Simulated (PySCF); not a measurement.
C2H12OSi3, SMILES CO[Si@@H]([SiH3])C[SiH3]. Geometry: PBE-D3(BJ)/def2-SVP. The structure was generated by enumeration; whether it is a known compound was not checked. One conformer was computed; it need not be the lowest.

Give the equilibrium geometry at PBE-D3(BJ)/def2-SVP (PySCF confirms it by a frequency run) as a Z-matrix. (Estimate from the structure and the level; the computed values follow.)

This is not unique; one that fits is 
```
Si
O 1 1.6902
C 2 1.4141 1 122.38
H 3 1.1096 2 108.71 1 -173.94
H 3 1.1153 4 107.74 2 121.93
H 3 1.1158 4 107.89 5 116.11
H 1 1.5140 2 109.47 3 55.89
C 1 1.8934 7 107.74 2 121.79
H 8 1.1117 1 108.55 7 -170.16
H 8 1.1120 9 107.34 1 -117.81
Si 8 1.8942 9 108.30 10 -117.05
H 11 1.5053 8 109.90 9 -55.14
H 11 1.5055 12 108.53 8 -121.65
H 11 1.5056 12 108.24 13 -117.49
Si 1 2.3510 7 111.14 2 -115.28
H 15 1.5048 1 110.66 7 68.35
H 15 1.5065 16 108.93 1 -121.50
H 15 1.5069 16 108.53 17 -117.65
```
Charge 0, spin multiplicity 1.
